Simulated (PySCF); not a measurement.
C7H10NP.
Atom-mapped SMILES: `[CH3:1][CH2:2][PH:3][c:4]1[cH:5][cH:6][n:7][cH:8][cH:9]1`

Cartesian coordinates in Å at the GFN2-xTB level; atoms count from 1:
```xyz
19
C7H10NP angstrom
C      3.327   -0.108    0.062
C      1.847   -0.083    0.419
P      0.831   -0.788   -0.981
C     -0.819   -0.261   -0.396
C     -1.376   -0.857    0.733
C     -2.647   -0.479    1.127
N     -3.376    0.415    0.479
C     -2.855    0.971   -0.601
C     -1.591    0.672   -1.082
H      3.520    0.503   -0.819
H      3.650   -1.125   -0.154
H      3.925    0.277    0.886
H      1.664   -0.699    1.304
H      1.514    0.935    0.638
H      1.011    0.309   -1.836
H     -0.826   -1.604    1.288
H     -3.113   -0.914    2.002
H     -3.485    1.693   -1.104
H     -1.213    1.152   -1.973
```

Probes without a nucleus sit at each ring's centroid and 1 Å off its mean plane on both sides; NICS is minus the shielding there, NICSzz its component along the normal. Level: GIAO PBE0/pcSseg-1 (PySCF, non-relativistic, gas phase) on the GFN2-xTB geometry, one conformer.

Ring bond lengths (Å), with Mayer bond orders in brackets: C4–C5 1.393 (1.38), C5–C6 1.384 (1.42), C6–N7 1.322 (1.47), N7–C8 1.322 (1.48), C8–C9 1.385 (1.40), C9–C4 1.391 (1.39).

Task: What do the NICS probes read (ppm)?

Result: 
```
             ring                                               type  NICS(0)  NICS(1), two faces  NICS(1)zz, two faces  rms pucker (Å)  centre to ring atoms, mean (Å)
C4–C5–C6–N7–C8–C9  6-membered ring with N; formal bonds all aromatic     -6.9       -10.9 / -10.9         -27.5 / -26.8            0.00                            1.37
```

Task: What can be read from them?

Result: 
- C4–C5–C6–N7–C8–C9: mean NICS(1)zz -27.2 ppm, shielded, aromatic by this magnetic criterion (flat ring, no four-coordinate atom).

Task: How equal are the bonds by HOMA? HOMA = 1 − mean of α(R − Ropt)² over the ring bonds, with Krygowski's 1993 parameters (CC: Ropt 1.388 Å, α 257.7 Å⁻²; CN: Ropt 1.334 Å, α 93.52 Å⁻²).

Result: 
- C4–C5–C6–N7–C8–C9: HOMA 0.99; the largest term is that of N7–C8, α(R − Ropt)² = 0.01. The geometric and the magnetic index point the same way.

Task: What is the mean of the two in-plane components of NICS at the first NICS(1) probe listed for ring C4–C5–C6–N7–C8–C9, 1 Å off the ring?

Result: The isotropic value is a third of the trace: (3 × -10.9 − (-27.5))/2 = -2.6 ppm.
